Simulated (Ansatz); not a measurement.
`NB(F)O[SiH3]` + H–F → `FB(F)O[SiH3]` + NH₃ at 298.15 K and 1 bar (ligand exchange at a B–N bond).

Gas-phase electronic energies from Ansatz, PBE0-D4/def2-TZVP geometries. CCSD(T)/CBS is the MP2 limit (def2-TZVPP, def2-QZVPP) plus CCSD(T) − MP2 in def2-TZVPP, frozen cores. This one scheme is used for every species. One conformer a species, not always the lowest.

```json
{"species": "`NB(F)O[SiH3]`", "CCSD(T)/CBS energy (Eh)": "-546.75004", "H − E (kJ/mol)": "189.8", "S (J/(mol·K))": "350.6"}
{"species": "H–F", "CCSD(T)/CBS energy (Eh)": "-100.39570", "H − E (kJ/mol)": "33.5", "S (J/(mol·K))": "173.6"}
{"species": "`FB(F)O[SiH3]`", "CCSD(T)/CBS energy (Eh)": "-590.65048", "H − E (kJ/mol)": "124.2", "S (J/(mol·K))": "341.9"}
{"species": "NH₃", "CCSD(T)/CBS energy (Eh)": "-56.50880", "H − E (kJ/mol)": "100.5", "S (J/(mol·K))": "192.4"}
```

H − E and S are ideal-gas, rigid-rotor, harmonic terms from PBE0-D4/def2-TZVP, for one conformer and one mirror image of each species. 1 Eh = 2625.50 kJ/mol, R = 8.31446 J/(mol·K).

Task: By hand: ΔE, ΔH, ΔS and ΔG.

Result: ΔE = (-590.65048) + (-56.50880) − (-546.75004) − (-100.39570) = -0.01354 Eh = -35.5 kJ/mol. Δ(H − E) = 124.2 + 100.5 − 189.8 − 33.5 = 1.4, so ΔH = -34.1 kJ/mol. ΔS = 341.9 + 192.4 − 350.6 − 173.6 = 10.1 J/(mol·K). ΔG = -34.1 − 298.15 × (10.1)/1000 = -37.1 kJ/mol.

Task: By hand: the equilibrium constant, and the temperature at which ΔG would vanish if ΔH and ΔS stayed fixed.

Result: log₁₀ K = −ΔG/(RT ln 10) = 6.5. ΔH and −TΔS have one sign here, so there is no such temperature.

The number of gas molecules stays the same, so ΔS is small and ΔH decides. A doubt of 5 kJ/mol in ΔE shifts log₁₀ K by 0.9 here. Other conformers and mirror images would add mixing entropy, several J/(mol·K) or more a flexible species. Modes under 60 cm⁻¹, often nearly free rotors, make the harmonic entropy too high. These are equilibria of isolated gas molecules and say nothing of rates. Largest T1 diagnostic: 0.012 (customary marks: 0.02 for closed shells, 0.045 for open ones).

ΔS is within the doubt of such terms, so its sign, and with it that verdict, could turn.
